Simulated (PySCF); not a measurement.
**Assignment exercise: C₆H₅F**

Geometry:
```json
{"atom": "F1", "x (Å)": "-1.921", "y (Å)": "-1.393", "z (Å)": "0.223"}
{"atom": "C2", "x (Å)": "-0.874", "y (Å)": "-0.551", "z (Å)": "0.065"}
{"atom": "C3", "x (Å)": "-1.062", "y (Å)": "0.794", "z (Å)": "-0.544"}
{"atom": "C4", "x (Å)": "0.156", "y (Å)": "1.330", "z (Å)": "-0.539"}
{"atom": "C5", "x (Å)": "1.050", "y (Å)": "0.304", "z (Å)": "0.069"}
{"atom": "C6", "x (Å)": "0.256", "y (Å)": "-0.511", "z (Å)": "1.071"}
{"atom": "C7", "x (Å)": "0.509", "y (Å)": "-1.076", "z (Å)": "-0.253"}
{"atom": "H8", "x (Å)": "-2.003", "y (Å)": "1.173", "z (Å)": "-0.885"}
{"atom": "H9", "x (Å)": "0.481", "y (Å)": "2.290", "z (Å)": "-0.886"}
{"atom": "H10", "x (Å)": "2.107", "y (Å)": "0.468", "z (Å)": "0.202"}
{"atom": "H11", "x (Å)": "0.391", "y (Å)": "-0.838", "z (Å)": "2.080"}
{"atom": "H12", "x (Å)": "0.910", "y (Å)": "-1.992", "z (Å)": "-0.630"}
```

How the numbers were obtained: J couplings at B3LYP/pcJ-1 (spin–dipole term only in couplings to heteroatoms), coordinates at the GFN2-xTB level, shielding tensors at PBE0/pcSseg-1 (GIAO), in PySCF 2.14 (isolated molecule, fast rotation and ring inversion assumed for equivalent nuclei, one computed conformer, non-relativistic).

Scale: TMS for ¹³C and ¹H (reference shieldings calculated alike).

(1) Assign these signals to the numbered atoms. ¹³C{¹H} NMR (computed): δ 139.1 (CH, d, J = 6.0 Hz), 137.4 (CH, d, J = 23.4 Hz), 89.0 (C, d, J = 310.7 Hz), 55.3 (CH, d, J = 10.7 Hz), 25.0 (CH, d, J = 8.3 Hz).

(2) Assign these signals to the numbered atoms. ¹H NMR (300 MHz, computed): δ 6.23 (ddd, J = 6.8, 2.4, 1.2 Hz, 1H), 6.04 (ddd, J = 6.8, 4.8, 2.8 Hz, 1H), 4.21 (d, J = 2.2 Hz, 2H), 1.36 (d of quint, J = 12.1, 2.4 Hz, 1H).

Answers

(1) 
139.1 → C4, alkene CH: as expected for a trigonal carbon in a double bond
137.4 → C3, alkene CH
89.0 → C2, three-membered-ring carbon: deshielded by the electronegative neighbour
55.3 → C6/C7, three-membered-ring carbon
25.0 → C5, three-membered-ring carbon: carbons of three-membered rings are unusually shielded

C4 and C3 lie closer than the usual error of such a calculation, so a measured spectrum could show them in the other order.

(2) 
| δ (ppm) | atoms | environment | reason |
| --- | --- | --- | --- |
| 6.23 | H8 | hydrogen on an alkene CH | attached to an sp2 carbon and in the plane of the double bond |
| 6.04 | H9 | hydrogen on an alkene CH | – |
| 4.21 | H11/H12 | hydrogen on a three-membered-ring carbon | – |
| 1.36 | H10 | hydrogen on a three-membered-ring carbon | cyclopropane-type protons are shielded by the ring |

Common functionals overestimate the size of one-bond C–F couplings by tens of Hz; these are unscaled. Multiplet labels drop couplings under 1 Hz and merge nearly equal ones. Unscaled 3J(H,H) at this level run about 10 % above measured values. Shifts are as computed. Against solution values, carbons near 30 ppm lie about +3 ppm off and those near 130 ppm about +5 ppm. Of 1211 compounds with measured shifts, 218 miss one by over three times the rms of a fit or turn the order of signals round; such compounds aren't used in these exercises.
